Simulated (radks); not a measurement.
Excited configurations of Cs+: one electron is placed in a higher orbital outside [Kr] 4d10 5s2 5p5. The ground configuration is [Xe]. Calculated with a radial shooting solver on a logarithmic mesh with Libxc functionals: scalar-relativistic Kohn-Sham, r2SCAN, spin-unpolarised, spherical densities, finite nucleus; meta-GGA in the generalised Kohn-Sham scheme; Fermi nuclear charge, rms radius 4.8041 fm. Excitation = E - E(ground); binding = E(ion) - E, where the ion is the core of charge +2; n* = 2/sqrt(2 binding) in atomic units, and the quantum defect is n - n*.

outer orbital	excitation (eV)	binding (eV)	n*	quantum defect	eigenvalue (eV)	<r> (bohr)
4f	20.300	3.766	3.801	0.199	-2.277	6.845
6p	17.297	6.769	2.835	3.165	-5.256	5.715
6d	19.858	4.208	3.596	2.404	-3.141	8.441
6f	21.988	2.078	5.118	0.882	-1.577	16.89
7d	21.475	2.591	4.583	2.417	-2.019	14.64

The Delta-SCF ionisation energy is 24.066 eV (NIST Atomic Spectra Database: 23.157 eV, measured). Self-interaction in the functional shifts the binding energies and quantum defects, so they are the method's values and not measured ones. Spin polarisation and multiplet splitting are left out, so open shells lie too high by an amount that depends on their filling. Spin-orbit splitting is averaged out at the scalar-relativistic level.

Beside tabulated values, note that spin-unpolarised runs miss the spin-polarisation part of the exchange energy of open shells.
